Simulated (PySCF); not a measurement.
Computed with PBE-D3(BJ)/def2-TZVP // PBE0-D3(BJ)/def2-SVP (PySCF). Isolated molecules, 0 K electronic values unless said otherwise. One relaxed conformer stands for a flexible species; it need not be the lowest. Excitations are Tamm–Dancoff values on a coarser integration grid. The basis has no diffuse functions, so Rydberg states are missing or too high.

Reference species (SMILES): `COc1c([SiH3])sc2ccsc12` (C–O–C–C torsion 177°) (neutral, multiplicity 1).

The S1 oscillator strength is 0.152 and the HOMO is -4.93 eV. The T1 excitation (TDA) is 2.80 eV.

Changed species: `COc1csc2c([SiH3])csc12` (C–O–C–C torsion 0°).

Give the shifts of the S1 oscillator strength, HOMO and T1 excitation (TDA).

the S1 oscillator strength falls by 0.085, to 0.067; the HOMO falls by 0.14 eV, to -5.07 eV; the T1 excitation (TDA) goes up by 0.30 eV, to 3.10 eV.
